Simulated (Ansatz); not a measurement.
Harmonic frequencies (cm⁻¹) at PBE0-D4/def2-TZVP from Ansatz: 85, 152, 219, 264, 277, 331, 335, 383, 387, 412, 422, 480, 499, 557, 708, 783, 839, 844, 923, 940, 1018, 1573, 2058, 3605, 3665, 3704, 3912.

Each molecule was computed in one conformer, which needn't be the lowest.

Problem. Which molecule is it?
A. `[F][AlH][CH2]CCl`
B. `B[SiH2][SiH2]Cl`
C. `CC(=S)[SiH2]O`
D. `N[Si]1(O)[NH][GaH][S]1`

Solution. D.
